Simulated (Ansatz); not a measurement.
`CCCCCCCCCCCCP(=O)(O)O`. Total charge 0; singlet. Geometry PBE-D4/def2-SVP; atoms count from 1.

```tsv
atom	x (Å)	y (Å)	z (Å)
C1	-4.727	0.448	-5.128
C2	-3.650	-0.640	-5.075
C3	-2.903	-0.741	-3.737
C4	-2.048	0.485	-3.389
C5	-1.311	0.390	-2.046
C6	-0.243	-0.708	-1.977
C7	0.603	-0.697	-0.696
C8	-0.182	-0.995	0.588
C9	0.686	-1.140	1.845
C10	1.422	0.136	2.268
C11	2.233	-0.037	3.555
C12	2.976	1.235	3.975
P13	3.882	1.034	5.530
O14	3.135	0.633	6.771
O15	5.050	-0.040	5.083
O16	4.654	2.483	5.660
H17	-4.302	1.464	-4.997
H18	-5.263	0.440	-6.099
H19	-5.484	0.302	-4.329
H20	-2.911	-0.471	-5.891
H21	-4.118	-1.624	-5.296
H22	-3.638	-0.916	-2.917
H23	-2.258	-1.645	-3.760
H24	-1.307	0.654	-4.204
H25	-2.691	1.391	-3.376
H26	-0.826	1.369	-1.831
H27	-2.059	0.242	-1.234
H28	-0.719	-1.708	-2.085
H29	0.433	-0.601	-2.855
H30	1.419	-1.448	-0.796
H31	1.111	0.290	-0.609
H32	-0.761	-1.934	0.441
H33	-0.940	-0.199	0.762
H34	1.431	-1.954	1.687
H35	0.047	-1.479	2.690
H36	0.684	0.959	2.402
H37	2.103	0.471	1.454
H38	2.970	-0.859	3.427
H39	1.564	-0.353	4.385
H40	2.275	2.081	4.135
H41	3.705	1.562	3.202
H42	5.264	-0.596	5.858
H43	4.691	2.715	6.609
```

Single mean-field runs in def2-TZVP are fitted with def2-universal-jkfit.

(1) Estimate the Mulliken populations of the heavy atoms from the PBE0/def2-TZVP orbitals of Ansatz.

(2) And the Mayer bond orders between heavy atoms (over 0.3)?

Results:

(1) 
```
atom  charge (e)
  C1       -0.40
  C2       -0.14
  C3       -0.22
  C4       -0.20
  C5       -0.20
  C6       -0.20
  C7       -0.21
  C8       -0.20
  C9       -0.16
 C10       -0.25
 C11       -0.24
 C12       -0.23
 P13        0.71
 O14       -0.53
 O15       -0.47
 O16       -0.47
```
Mulliken values depend strongly on the basis.

(2) C1–C2 1.00 (1.53 Å); C2–C3 1.00 (1.54 Å); C3–C4 1.01 (1.53 Å); C4–C5 1.01 (1.54 Å); C5–C6 1.01 (1.53 Å); C6–C7 1.02 (1.53 Å); C7–C8 1.01 (1.53 Å); C8–C9 1.01 (1.53 Å); C9–C10 1.02 (1.53 Å); C10–C11 1.02 (1.53 Å); C11–C12 1.00 (1.53 Å); C12–P13 0.95 (1.81 Å); P13–O14 2.00 (1.50 Å); P13–O15 1.16 (1.65 Å); P13–O16 1.17 (1.65 Å).
